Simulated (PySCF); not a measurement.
## Bond length, frequency and bond energy of Be₂ by level of theory

State: ¹Σg⁺ (singlet), closed shell. Set-up: Be pcseg-2; no relativity (PySCF 2.14). De refers to Be + Be in their ground configurations, without counterpoise correction. Levels whose curve was spin-contaminated or gave no clean fit are not listed.

| Level | Re (Å) | ωe (cm⁻¹) | De (eV) | CPU s a point (SCF and correlation, without the integrals) |
| --- | --- | --- | --- | --- |
| RHF-CCSD(T) | 2.549 | 154 | -0.048 | 0.32 |
| PBE | 2.426 | 353 | 0.412 | 0.29 |
| TPSS | 2.437 | 333 | 0.337 | 0.48 |
| r²SCAN | 2.464 | 334 | 0.344 | 0.43 |
| PBE0 | 2.495 | 300 | 0.267 | 0.56 |
| B97-3 | 2.514 | 276 | 0.198 | 0.22 |

Problem. Which functional lies closest to RHF-CCSD(T) in De, which farthest, and by how much do they differ from it?

Solution. Closest is B97-3 (-3.5 pm in Re, +79.2 % in ωe, +0.25 eV in De against RHF-CCSD(T) in the same basis), farthest PBE (-12.3 pm in Re, +129.2 % in ωe, +0.46 eV in De). CCSD(T) converges more slowly with the basis than the functionals do and binds too weakly in this one, so the order can change at the basis-set limit.

Problem. What does the step from GGA to meta-GGA do here, going from PBE to r²SCAN?

Solution. r²SCAN less PBE: +3.8 pm in Re, -5.4 % in ωe, -0.07 eV in De. 

Correlated steps freeze no core orbitals. Closed-shell solutions of metal pairs were not tested for spin polarisation, which can lower them a little. The bond is weak. Basis-set superposition, not corrected here, can be much of De in a small basis, most of all at correlated wavefunction levels. Functionals without a dispersion term scatter widely for such bonds, and LDA overbinds them. A negative De means that the minimum lies above the separated atoms at that level.

The whole job (state search and all levels along the bond) took about 0.97 min on 1 thread of Arm Neoverse N1 (shared host), peak memory 0.38 GiB.
